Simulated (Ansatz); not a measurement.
C₂H₆OSi, SMILES `O=CC[SiH3]`. The species carries charge 0 and has multiplicity 1.

Cartesian coordinates in Å:
```
O -1.1762 1.4388 0.8623
C -0.7971 0.3699 1.2601
C 0.0723 -0.5553 0.4678
Si 0.5151 0.1362 -1.2331
H -1.0909 0.0165 2.2720
H 0.9745 -0.7704 1.0543
H -0.4394 -1.5222 0.3805
H 1.2742 1.4030 -1.1000
H 1.3752 -0.8658 -1.9194
H -0.7076 0.3493 -2.0444
```

(1) What are the harmonic wavenumbers in cm⁻¹ at PBE0-D4/def2-TZVP (Ansatz, finite differences of forces, unscaled)? (Estimate.)

(2) Is this a minimum?

(3) Give the ideal-gas thermochemistry at 298.15 K and 1 bar (rigid rotor, harmonic oscillator; point group Cs, symmetry number 1).

Results:

(1) Ansatz gave: 78, 153, 173, 462, 540, 621, 712, 805, 914, 935, 935, 942, 953, 1191, 1252, 1393, 1411, 1825, 2221, 2246, 2254, 2904, 3043, 3080.

(2) Yes, all 24 modes are real.

(3) Zero-point energy 185.7 kJ/mol; H(298) − E = 203.7 kJ/mol; entropy 318.0 J/(mol·K), of which translation 162.6, rotation 105.6, vibration 49.9; G(298) − E = 108.9 kJ/mol. Modes under 100 cm⁻¹ are hindered rotations or soft bends, so the harmonic entropy is rough.
